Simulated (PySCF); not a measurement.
PySCF job for AlHClBr, SMILES [Cl][AlH][Br], ADC(2)/aug-cc-pVDZ. The structure is a stationary point at PBE0-D3(BJ)/def2-TZVP.

```python
import numpy as np
from pyscf import gto, scf, dft, adc

mol = gto.M(
    atom='''
    Al   -0.80683488    0.63416210    0.00000000
    H    -2.36440141    0.77996795   -0.00000001
    Cl    0.41753074    2.31943718   -0.00000000
    Br    0.16443521   -1.38441449   -0.00000000
    ''',
    basis='aug-cc-pVDZ',
    charge=0,
    spin=0,
    max_memory=1600,
    verbose=4,
)
mf = scf.RHF(mol)
mf.conv_tol = 1e-10
mf.max_cycle = 100
mf.kernel()
res = {}
for kind, nroots in (('ee', 6), ('ip', 6), ('ea', 2)):
    a = adc.ADC(mf).density_fit('aug-cc-pvdz-ri')
    a.method, a.method_type = 'adc(2)', kind
    e, v, p, x = a.kernel(nroots=nroots)
    res[kind] = (e * 27.211386245988, p)
for kind, (e, p) in res.items():
    print(kind, 'energies / eV', np.round(e, 3), 'strengths', np.round(p, 4))
```

It prints:

```
PySCF version 2.14.0

[INPUT] verbose = 4
[INPUT] num. atoms = 4
[INPUT] num. electrons = 66
[INPUT] charge = 0
[INPUT] spin (= nelec alpha-beta = 2S) = 0
[INPUT] symmetry False subgroup None
[INPUT] Mole.unit = angstrom
[INPUT] Symbol           X                Y                Z      unit          X                Y                Z       unit  Magmom
[INPUT]  1 Al    -0.806834880000   0.634162100000   0.000000000000 AA   -1.524696950946   1.198392687579   0.000000000000 Bohr   0.0
[INPUT]  2 H     -2.364401410000   0.779967950000  -0.000000010000 AA   -4.468071113435   1.473925811438  -0.000000018897 Bohr   0.0
[INPUT]  3 Cl     0.417530740000   2.319437180000   0.000000000000 AA    0.789018747187   4.383101033334   0.000000000000 Bohr   0.0
[INPUT]  4 Br     0.164435210000  -1.384414490000   0.000000000000 AA    0.310737512135  -2.616164228979   0.000000000000 Bohr   0.0

nuclear repulsion = 261.228871649589
number of shells = 30
number of NR pGTOs = 197
number of NR cGTOs = 99
basis = aug-cc-pVDZ
ecp = {}


[settings echo left out]
init E= -3273.54984585698
  HOMO = -0.374749856845706  LUMO = 0.0101849982327575  gap/eV = 10.47461
cycle= 1 E= -3274.49414862622  delta_E= -0.944  |g|= 0.314  |ddm|= 1.45
  HOMO = -0.423653074423795  LUMO = 0.00380741781193805  gap/eV = 11.63179
cycle= 2 E= -3274.53072870055  delta_E= -0.0366  |g|= 0.133  |ddm|= 0.582
  HOMO = -0.432121144476859  LUMO = 0.0229091580022422  gap/eV = 12.38201
cycle= 3 E= -3274.53660322657  delta_E= -0.00587  |g|= 0.0225  |ddm|= 0.159
  HOMO = -0.431189220379046  LUMO = 0.0238271829449319  gap/eV = 12.38163
cycle= 4 E= -3274.5369464724  delta_E= -0.000343  |g|= 0.00336  |ddm|= 0.0686
  HOMO = -0.431174192262824  LUMO = 0.0236129370863472  gap/eV = 12.37539
cycle= 5 E= -3274.5369547309  delta_E= -8.26e-06  |g|= 0.000747  |ddm|= 0.00801
  HOMO = -0.431173235352577  LUMO = 0.0235995041505399  gap/eV = 12.37500
cycle= 6 E= -3274.53695514852  delta_E= -4.18e-07  |g|= 0.000251  |ddm|= 0.0012
  HOMO = -0.431221130895356  LUMO = 0.0236061747877212  gap/eV = 12.37648
cycle= 7 E= -3274.53695520189  delta_E= -5.34e-08  |g|= 5.98e-05  |ddm|= 0.000507
  HOMO = -0.431217230530511  LUMO = 0.0236079050502704  gap/eV = 12.37642
cycle= 8 E= -3274.53695520527  delta_E= -3.38e-09  |g|= 1.07e-05  |ddm|= 0.000141
  HOMO = -0.431219317512854  LUMO = 0.0236083234357904  gap/eV = 12.37649
cycle= 9 E= -3274.53695520535  delta_E= -7.28e-11  |g|= 2.67e-06  |ddm|= 2.56e-05
  HOMO = -0.43121903203063  LUMO = 0.0236081921068756  gap/eV = 12.37648
Extra cycle  E= -3274.53695520536  delta_E= -1.55e-11  |g|= 9.54e-07  |ddm|= 5.32e-06
converged SCF energy = -3274.53695520536

******** <class 'pyscf.adc.radc.RADC'> ********
******** ADC Orbital Information ********
Number of Frozen Occupied Orbitals: 0
Number of Frozen Virtual Orbitals: 0
Number of Active Occupied Orbitals: 33
Number of Active Virtual Orbitals: 66
*****************************************
******** <class 'pyscf.df.df.DF'> ********
auxbasis = aug-cc-pvdz-ri
Reference correlation energy (doubles): -0.36951383
MP2 correlation energy of reference state (a.u.) = -0.36951383

******** <class 'pyscf.adc.radc_ee.RADCEE'> ********
max_space = 12
max_cycle = 50
conv_tol = 1e-08

*************************************************************
        ADC calculation summary (singlet states only)
*************************************************************
adc(2) root 0  |  Energy (Eh) =   0.2347381216  |  Energy (eV) =   6.38754964  |  Osc. strength = 0.00175754  |  conv = True
adc(2) root 1  |  Energy (Eh) =   0.2492256091  |  Energy (eV) =   6.78177425  |  Osc. strength = 0.00148623  |  conv = True
adc(2) root 2  |  Energy (Eh) =   0.2535807119  |  Energy (eV) =   6.90028264  |  Osc. strength = 0.08098543  |  conv = True
adc(2) root 3  |  Energy (Eh) =   0.2628810761  |  Energy (eV) =   7.15335844  |  Osc. strength = 0.08424522  |  conv = True
adc(2) root 4  |  Energy (Eh) =   0.2690984770  |  Energy (eV) =   7.32254254  |  Osc. strength = 0.04621170  |  conv = True
adc(2) root 5  |  Energy (Eh) =   0.2873782934  |  Energy (eV) =   7.81996168  |  Osc. strength = 0.09108509  |  conv = True

******** <class 'pyscf.adc.radc.RADC'> ********
******** ADC Orbital Information ********
Number of Frozen Occupied Orbitals: 0
Number of Frozen Virtual Orbitals: 0
Number of Active Occupied Orbitals: 33
Number of Active Virtual Orbitals: 66
*****************************************
******** <class 'pyscf.df.df.DF'> ********
auxbasis = aug-cc-pvdz-ri
Reference correlation energy (doubles): -0.36951383
MP2 correlation energy of reference state (a.u.) = -0.36951383

******** <class 'pyscf.adc.radc_ip.RADCIP'> ********
max_space = 12
max_cycle = 50
conv_tol = 1e-08

*************************************************************
        ADC calculation summary (doublet states only)
*************************************************************
adc(2) root 0  |  Energy (Eh) =   0.3989993202  |  Energy (eV) =  10.85732452  |  Spec. factor = 1.82522987  |  conv = True
adc(2) root 1  |  Energy (Eh) =   0.4100672944  |  Energy (eV) =  11.15849944  |  Spec. factor = 1.82735493  |  conv = True
adc(2) root 2  |  Energy (Eh) =   0.4202617355  |  Energy (eV) =  11.43590431  |  Spec. factor = 1.81686566  |  conv = True
adc(2) root 3  |  Energy (Eh) =   0.4453759379  |  Energy (eV) =  12.11929657  |  Spec. factor = 1.80645693  |  conv = True
adc(2) root 4  |  Energy (Eh) =   0.4687731143  |  Energy (eV) =  12.75596617  |  Spec. factor = 1.81845712  |  conv = True
adc(2) root 5  |  Energy (Eh) =   0.4774944557  |  Energy (eV) =  12.99328596  |  Spec. factor = 1.81756335  |  conv = True

******** <class 'pyscf.adc.radc.RADC'> ********
******** ADC Orbital Information ********
Number of Frozen Occupied Orbitals: 0
Number of Frozen Virtual Orbitals: 0
Number of Active Occupied Orbitals: 33
Number of Active Virtual Orbitals: 66
*****************************************
******** <class 'pyscf.df.df.DF'> ********
auxbasis = aug-cc-pvdz-ri
Reference correlation energy (doubles): -0.36951383
MP2 correlation energy of reference state (a.u.) = -0.36951383

******** <class 'pyscf.adc.radc_ea.RADCEA'> ********
max_space = 12
max_cycle = 50
conv_tol = 1e-08

*************************************************************
        ADC calculation summary (doublet states only)
*************************************************************
adc(2) root 0  |  Energy (Eh) =   0.0010461787  |  Energy (eV) =   0.02846797  |  Spec. factor = 1.91642446  |  conv = True
adc(2) root 1  |  Energy (Eh) =   0.0167331178  |  Energy (eV) =   0.45533133  |  Spec. factor = 1.94145642  |  conv = True
ee energies / eV [6.388 6.782 6.9   7.153 7.323 7.82 ] strengths [0.0018 0.0015 0.081  0.0842 0.0462 0.0911]
ip energies / eV [10.857 11.158 11.436 12.119 12.756 12.993] strengths [1.8252 1.8274 1.8169 1.8065 1.8185 1.8176]
ea energies / eV [0.028 0.455] strengths [1.9164 1.9415]
```

Self-consistency was reached.
